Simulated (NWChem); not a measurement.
# A calculation on ClCu

SMILES: [Cu][Cl]
```xyz
2

Cu     0.0000     0.0000    -0.7698
Cl     0.0000     0.0000     1.3133
```
Charge 0, spin multiplicity 1.

All runs are NWChem calculations. Structure: optimised with PBE0/def2-SVP, a minimum by its harmonic frequencies.

Static limit. This basis has no diffuse functions, which lowers polarisabilities.

The Pople sets run with spherical d functions. The structure started from a generated list of species.

**Question.** Give the polarisability tensor in bohr³ at HF/6-31G* (spherical d), in the frame of the coordinates, and its isotropic mean.

**Answer.** 
```
20.22   0.00   0.00
 0.00  20.22   0.00
 0.00   0.00  29.17
```
Mean (one third of the trace): 23.20 bohr³.
